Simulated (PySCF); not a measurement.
One of the candidates below gave these computed data.

All candidates are C4H6F4Si.

| technique | computed result |
| --- | --- |
| Polarisability | 76.1 au [wB97X-D/def2-SVPD] |
| Rotational structure | rotational constants A, B, C: 2.216, 0.842, 0.747 GHz [GFN2-xTB] |
| Dipole | 2.42 D [wB97X-D/def2-SVPD] |
| UV, first state | lowest singlet excitation: 6.15 eV (202 nm, f = 0.016) [TDDFT wB97X-D/def2-SVPD] |
| Triplet | lowest triplet excitation (Tamm–Dancoff): 5.20 eV [TDA wB97X-D/def2-SVPD] |
| UV, strongest line | among the 8 lowest singlet transitions: S2 at 6.65 eV (186 nm, f = 0.166) [TDDFT wB97X-D/def2-SVPD] |
| 13C NMR | chemical shifts (computed TMS as zero) by class: 136.8 (1 C), 92.8 (1 C), 78.8 (1 C), 7.1 (1 C) ppm [GIAO PBE0/pcSseg-1] |

Electronic properties: PySCF, gas phase, density fitting. Levels stand in brackets. Geometry: GFN2-xTB, one conformer, isolated molecule. NMR values are class means; diastereotopic atoms form classes of their own.

Question: Which candidate is it?
A. `C/C=C(\CF)[Si](F)(F)F`
B. `F/C=C\C[Si@@H](F)C(F)F`
C. `FCC(F)(F)[Si@@H]1C[C@H]1F`
D. `C/C=C(/CF)[Si](F)(F)F`

Answer: C. It is `FCC(F)(F)[Si@@H]1C[C@H]1F`. Numbering: `[F:1][CH2:2][C:3]([F:4])([F:5])[Si@@H:6]1[CH2:7][C@H:8]1[F:9]`. Its formula, C4H6F4Si, gives 1 degree of unsaturation: 1 ring and 0 π bonds in the structure found. 4 carbons fall into 4 classes; from least to most shielded: CF2 carbon [C3] (136.8 ppm), sp3 C–F carbon [C2] (92.8 ppm), sp3 C–F carbon [C8] (78.8 ppm), ring sp3 carbon bound to silicon [C7] (7.1 ppm). The optimised geometry has point group C1 and is an asymmetric top.

The others, at the same levels:
- `C/C=C(\CF)[Si](F)(F)F` fails: its computed 13C shifts are 153.4 (1 C), 139.2 (1 C), 86.4 (1 C), 17.2 (1 C) ppm, lowest singlet excitation is 6.79 eV (183 nm, f = 0.365) (against 6.15 eV) and lowest triplet excitation (Tamm–Dancoff) is 4.15 eV (against 5.20 eV).
- `C/C=C(/CF)[Si](F)(F)F` fails: its computed 13C shifts are 155.3 (1 C), 129.3 (1 C), 86.0 (1 C), 24.9 (1 C) ppm, lowest singlet excitation is 6.74 eV (184 nm, f = 0.364) (against 6.15 eV) and lowest triplet excitation (Tamm–Dancoff) is 4.20 eV (against 5.20 eV).
- `F/C=C\C[Si@@H](F)C(F)F` fails: its computed 13C shifts are 159.1 (1 C), 126.5 (1 C), 109.5 (1 C), 12.9 (1 C) ppm and smallest rotational constant is 0.609 GHz (against 0.747 GHz).

Each candidate is one conformer, not necessarily the lowest. Dipoles, sizes and rotational constants follow the conformer. The torsions of the flexible species, by atom-mapped SMILES:
- `[F:1][CH2:2][C:3]([F:4])([F:5])[Si@@H:6]1[CH2:7][C@H:8]1[F:9]`: F1–C2–C3–F4 110°, C2–C3–Si6–C7 -88°
- `[CH3:1]/[CH:2]=[C:3](\[CH2:4][F:5])[Si:6]([F:7])([F:8])[F:9]`: C2–C3–C4–F5 179°, C2–C3–Si6–F7 0°
- `[CH3:1]/[CH:2]=[C:3](/[CH2:4][F:5])[Si:6]([F:7])([F:8])[F:9]`: C2–C3–C4–F5 0°, C2–C3–Si6–F7 61°
- `[F:1]/[CH:2]=[CH:3]\[CH2:4][Si@@H:5]([F:6])[CH:7]([F:8])[F:9]`: C2–C3–C4–Si5 90°, C3–C4–Si5–F6 54°, C4–Si5–C7–F8 108°
